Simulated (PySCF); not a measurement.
# Working out the excitation energy of I²⁺

I²⁺ [Kr] 4d10 5s2 5p3 (4S) → I²⁺ [Kr] 4d10 5s1 5p3 5d1 (6D). Calculation: PySCF 2.14, in aug-cc-pVDZ-PP with ECP28MDF (5s4p3d, 32 functions); a scalar-relativistic core potential. Frozen: 4s2 4p6 4d10. Energies in hartree (1 hartree = 27.21139 eV):

```
             part  I²⁺ (lower)  I²⁺ (upper)
              UHF  -293.654396  -292.908536
MP2 opposite-spin    -0.035232     0.000000
    MP2 same-spin    -0.012526    -0.010681
```

Problem. What does Hartree-Fock give?

Solution. (-292.908536) − (-293.654396) = 0.745860 hartree = 20.296 eV.

Problem. What do MP2 and SCS-MP2 (6/5 opposite-spin, 1/3 same-spin) give?

Solution. The opposite-spin parts differ by 0.959 eV and the same-spin parts by 0.050 eV. MP2: 20.296 + (0.959) + (0.050) = 21.305 eV. SCS-MP2: 20.296 + 1.2 × (0.959) + (0.050)/3 = 21.463 eV.

A double-zeta basis recovers only part of the correlation energy.
